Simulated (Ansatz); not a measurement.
Consider the redistribution: `[AlH2][CH2][SiH2][SiH3]` + `C/C=[N]\[GeH3]` → `[AlH2][CH2][SiH2][GeH3]` + `C/C=N\[SiH3]`.

Program: Ansatz. Geometries: PBE0-D4/def2-TZVP. ΔE: electronic, gas phase. CCSD(T)/CBS adds triple-zeta CCSD(T) − MP2 to the extrapolated MP2 energy (def2 sets, frozen cores). Double bonds are as drawn, so ΔE can hold a change between cis and trans. DFT in def2-TZVPP. B3LYP here is the variant with VWN-RPA as its local correlation; programs differ in this. For Ge outer-core shells are correlated without core-valence functions, which leaves a few kJ/mol of doubt a bond. Scalar relativity is left out up to krypton. Each species was taken in one conformer, which may not be the lowest.

| level | ΔE (kJ/mol) | difference from CCSD(T)/CBS |
| --- | --- | --- |
| PBE-D4 | -53.3 | 4.4 |
| r2SCAN-D4 | -58.2 | -0.5 |
| PBE0-D4 | -55.8 | 1.9 |
| B3LYP-D4 | -60.1 | -2.4 |
| ωB97X-V | -55.1 | 2.6 |
| ωB97M-V | -60.8 | -3.1 |
| B2PLYP | -59.6 | -1.9 |
| PBE | -54.1 | 3.6 |
| r2SCAN | -58.4 | -0.7 |
| PBE0 | -56.5 | 1.2 |
| B3LYP | -61.3 | -3.6 |
| HF/def2-TZVPP | -61.7 | -4.0 |
| MP2/def2-TZVPP | -58.2 | -0.5 |
| SCS-MP2/def2-TZVPP | -57.0 | 0.7 |
| CCSD/def2-TZVPP | -56.2 | 1.5 |
| CCSD(T)/def2-TZVPP | -54.4 | 3.3 |
| HF/def2-QZVPP | -62.3 | -4.6 |
| MP2/def2-QZVPP | -60.3 | -2.6 |
| SCS-MP2/def2-QZVPP | -58.7 | -1.0 |
| HF/CBS(def2) | -62.4 | -4.7 |
| MP2/CBS(def2) | -61.4 | -3.7 |
| CCSD/CBS(def2) | -59.4 | -1.7 |
| CCSD(T)/CBS | -57.7 | 0 |

Largest T1 diagnostic among the species: 0.013.

In def2-TZVPP, CCSD(T) changes the Hartree–Fock value by +7.3 kJ/mol (the triples alone add +1.7 kJ/mol) and MP2 by +3.6 kJ/mol.

CCSD(T)/CBS has its own doubt, a few kJ/mol and more with outer-core shells, so smaller differences from it don't rank the levels.
